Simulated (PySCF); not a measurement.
# Bond curve of Cu2

Set-up: basis Cu cc-pVDZ-PP with ECP10; scalar-relativistic core potentials; PySCF 2.14. Energies in eV from Cu (3d10 4s1) + Cu (3d10 4s1) in their ground configurations at the same level. State: ¹Σg⁺ (singlet), closed shell.

All columns are PBE0.

```json
{"R (Å)": "1.921", "E (eV)": "-1.406", "HOMO (eV)": "-5.88", "LUMO (eV)": "-1.79", "Mayer bond order": "1.02", "⟨S²⟩": "0.00"}
{"R (Å)": "2.011", "E (eV)": "-1.774", "HOMO (eV)": "-5.85", "LUMO (eV)": "-1.85", "Mayer bond order": "1.03", "⟨S²⟩": "0.00"}
{"R (Å)": "2.100", "E (eV)": "-1.968", "HOMO (eV)": "-5.77", "LUMO (eV)": "-1.92", "Mayer bond order": "1.04", "⟨S²⟩": "0.00"}
{"R (Å)": "2.167", "E (eV)": "-2.033", "HOMO (eV)": "-5.71", "LUMO (eV)": "-1.97", "Mayer bond order": "1.04", "⟨S²⟩": "0.00"}
{"R (Å)": "2.234", "E (eV)": "-2.049", "HOMO (eV)": "-5.66", "LUMO (eV)": "-2.02", "Mayer bond order": "1.04", "⟨S²⟩": "0.00"}
{"R (Å)": "2.301", "E (eV)": "-2.028", "HOMO (eV)": "-5.61", "LUMO (eV)": "-2.07", "Mayer bond order": "1.05", "⟨S²⟩": "0.00"}
{"R (Å)": "2.390", "E (eV)": "-1.960", "HOMO (eV)": "-5.56", "LUMO (eV)": "-2.14", "Mayer bond order": "1.05", "⟨S²⟩": "0.00"}
{"R (Å)": "2.502", "E (eV)": "-1.832", "HOMO (eV)": "-5.49", "LUMO (eV)": "-2.22", "Mayer bond order": "1.05", "⟨S²⟩": "0.00"}
{"R (Å)": "2.636", "E (eV)": "-1.644", "HOMO (eV)": "-5.42", "LUMO (eV)": "-2.32", "Mayer bond order": "1.04", "⟨S²⟩": "0.00"}
{"R (Å)": "2.815", "E (eV)": "-1.372", "HOMO (eV)": "-5.32", "LUMO (eV)": "-2.45", "Mayer bond order": "1.04", "⟨S²⟩": "0.00"}
```

Closed-shell solutions of metal pairs were not tested for spin polarisation, which can lower them a little.
